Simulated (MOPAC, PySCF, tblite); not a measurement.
Scan of Li₂O, singlet: symmetric bend, bond length relaxed. Scanned: Li-O-Li angle. Other coordinates (O-Li bond length) were minimised at B3LYP/def2-TZVP.

Cartesian coordinates as functions of the variables (Å; names that start with a are angles):
```
O  0  0  0
Li  r*sin(a/2)  0  r*cos(a/2)
Li  -r*sin(a/2)  0  r*cos(a/2)
```

- MP2 on RHF/cc-pVTZ, 1 core orbital frozen (PySCF)
- PM6, restricted, heats of formation (MOPAC)
- GFN2-xTB, 300 K electronic temperature (tblite)
- wB97X-V/cc-pVTZ (PySCF)
- CCSD on RHF/cc-pVTZ, 1 core orbital frozen (PySCF)
- CCSD(T) on RHF/cc-pVTZ, 1 core orbital frozen (PySCF)

Energies in kcal/mol, each method relative to its own lowest point.

```json
[
 {"a / °": "180", "MP2": "0.0", "PM6": "0.0", "GFN2-xTB": "0.0", "wB97X-V": "0.0", "CCSD": "0.0", "CCSD(T)": "0.0"},
 {"a / °": "170", "MP2": "0.1", "PM6": "0.1", "GFN2-xTB": "0.1", "wB97X-V": "0.1", "CCSD": "0.1", "CCSD(T)": "0.1"},
 {"a / °": "160", "MP2": "0.3", "PM6": "0.3", "GFN2-xTB": "0.5", "wB97X-V": "0.4", "CCSD": "0.4", "CCSD(T)": "0.3"},
 {"a / °": "150", "MP2": "0.7", "PM6": "0.9", "GFN2-xTB": "1.2", "wB97X-V": "0.9", "CCSD": "0.9", "CCSD(T)": "0.7"},
 {"a / °": "140", "MP2": "1.4", "PM6": "1.7", "GFN2-xTB": "2.2", "wB97X-V": "1.8", "CCSD": "1.7", "CCSD(T)": "1.4"},
 {"a / °": "130", "MP2": "2.5", "PM6": "3.1", "GFN2-xTB": "3.4", "wB97X-V": "3.0", "CCSD": "2.9", "CCSD(T)": "2.5"},
 {"a / °": "120", "MP2": "4.0", "PM6": "5.1", "GFN2-xTB": "4.9", "wB97X-V": "4.8", "CCSD": "4.6", "CCSD(T)": "4.0"},
 {"a / °": "110", "MP2": "6.4", "PM6": "7.9", "GFN2-xTB": "6.7", "wB97X-V": "7.4", "CCSD": "7.3", "CCSD(T)": "6.4"},
 {"a / °": "100", "MP2": "9.9", "PM6": "11.8", "GFN2-xTB": "9.2", "wB97X-V": "11.4", "CCSD": "11.2", "CCSD(T)": "10.0"},
 {"a / °": "90", "MP2": "15.5", "PM6": "16.9", "GFN2-xTB": "12.6", "wB97X-V": "17.5", "CCSD": "17.0", "CCSD(T)": "15.5"},
 {"a / °": "80", "MP2": "24.0", "PM6": "23.8", "GFN2-xTB": "17.7", "wB97X-V": "26.6", "CCSD": "25.9", "CCSD(T)": "23.9"}
]
```
